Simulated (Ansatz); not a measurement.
Isolated molecules relaxed with PBE0-D4/def2-TZVP in Ansatz; ΔE leaves out vibrations. CBS: MP2 limit from def2 TZ/QZ plus the TZ coupled-cluster correction, frozen cores. This one scheme is used for every species, atoms too. Functionals use def2-TZVPP. B3LYP here is the variant with VWN-RPA as its local correlation; programs differ in this. HSE06 is defined as in plane-wave codes. No spin–orbit coupling; open shells (•) take unrestricted orbitals. Bonds to Ge, Se are less sure, by a few kJ/mol each and by 10 to 20 or more in all where they break to atoms, as the def2 sets lack core-valence functions. Scalar relativity is left out up to krypton. One conformer a species, not always the lowest.

Consider the homolysis of the Ge–H bond: `[CH3][GeH2][SeH]` → `[CH3][GeH][SeH]`• + H•.

```json
{"level": "r2SCAN-D4", "ΔE (kJ/mol)": "346.9"}
{"level": "HSE06-D4", "ΔE (kJ/mol)": "345.9"}
{"level": "CAM-B3LYP-D4", "ΔE (kJ/mol)": "360.3"}
{"level": "revPBE", "ΔE (kJ/mol)": "331.2"}
{"level": "B3LYP", "ΔE (kJ/mol)": "350.7"}
{"level": "r2SCANh", "ΔE (kJ/mol)": "347.8"}
{"level": "CCSD/def2-TZVPP", "ΔE (kJ/mol)": "364.3"}
{"level": "HF/def2-QZVPP", "ΔE (kJ/mol)": "284.6"}
```

(1) What does CCSD(T)/CBS give? (An estimate is asked.)

Largest T1 diagnostic among the species: 0.012.

## Answers

(1) Computed: +370.5 kJ/mol. The listed levels differ from it by -23.6, -24.6, -10.2, -39.3, -19.8, -22.7, -6.2, -85.9 kJ/mol.

From PBE to PBE0 (25 % exact exchange), in def2-TZVPP and without D4, ΔE moves by +8.1 kJ/mol. At CCSD(T), def2-SVP lies −18.5 kJ/mol from the extrapolated value and def2-TZVPP −6.2 kJ/mol: correlation converges slowly with the basis, and small sets miss more of it in the bonded molecule than in its fragments. In def2-TZVPP, CCSD(T) changes the Hartree–Fock value by +79.6 kJ/mol (the triples alone add −0.0 kJ/mol) and MP2 by +71.4 kJ/mol; breaking electron pairs costs correlation energy, which Hartree–Fock lacks.
